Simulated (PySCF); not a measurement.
C4H7O, SMILES C[CH]C(C)=O, multiplicity 2. The structure is a stationary point at B3LYP-D3(BJ)/def2-SVP. The isomer is the one that the SMILES or the coordinates give; other isomers of the formula were not compared. Other conformers were not sampled.

Computed equilibrium geometry at B3LYP-D3(BJ)/def2-SVP (PySCF confirms it by a frequency run) as a Z-matrix, and its point group (one conformer of several):
point group Cs.
```
C
H 1 1.0957
C 1 1.4493 2 118.64
O 3 1.2328 1 121.13 2 180.00
C 1 1.4822 2 119.38 3 180.00
H 5 1.0985 1 110.24 2 180.00
H 5 1.1060 6 109.19 1 122.38
H 5 1.1060 6 109.19 7 115.24
C 3 1.5199 4 121.27 1 180.00
H 9 1.0975 3 109.39 4 0.00
H 9 1.1025 10 109.39 3 121.48
H 9 1.1025 10 109.39 11 117.05
```
Charge 0, spin multiplicity 2.
